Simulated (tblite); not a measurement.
Parent: `[O:1]=[C:2]1[CH:3]=[CH:4][SiH2:5]1`, C3H4OSi.

Computed geometry: GFN2-xTB, gas phase. One conformer each, not checked by frequencies here.

```tsv
coordinate of the parent	value
O1=C2	1.204 Å
C2–C3	1.479 Å
C3=C4	1.345 Å
C4–Si5	1.904 Å
C2–Si5	1.952 Å
O1–C2–C3	130.7°
O1–C2–Si5	138.8°
C3–C2–Si5	90.5°
C2–C3–C4	102.8°
C3–C4–Si5	96.9°
C2–Si5–C4	69.9°
```

Task: How does the shared frame change in `[CH3:1][NH:2][Si@@H:3]1[CH:4]=[CH:5][C:6]1=[O:7]` with C1–N2–Si3–C4 -97°, C4H7NOSi? Atoms pair as O1 = O7, C2 = C6, C3 = C5, C4 = C4, Si5 = Si3 (parent first).

Result: 
| parent | relative | value in the relative | change |
| --- | --- | --- | --- |
| O1=C2 | O7=C6 | 1.206 Å | +0.002 |
| C2–C3 | C6–C5 | 1.477 Å | -0.002 |
| C3=C4 | C5=C4 | 1.344 Å | -0.001 |
| C4–Si5 | C4–Si3 | 1.916 Å | +0.012 |
| C2–Si5 | C6–Si3 | 1.942 Å | -0.010 |
| O1–C2–C3 | O7–C6–C5 | 130.3° | -0.4 |
| O1–C2–Si5 | O7–C6–Si3 | 139.1° | +0.3 |
| C3–C2–Si5 | C5–C6–Si3 | 90.7° | +0.2 |
| C2–C3–C4 | C6–C5–C4 | 103.2° | +0.4 |
| C3–C4–Si5 | C5–C4–Si3 | 96.0° | -0.9 |
| C2–Si5–C4 | C6–Si3–C4 | 70.0° | +0.1 |

Of the parent's bonds, C4–Si5 changes most (+0.012 Å). Bonds of the relative outside the shared frame: C1–N2 1.445, N2–Si3 1.708 Å. Point group Cs → C1.
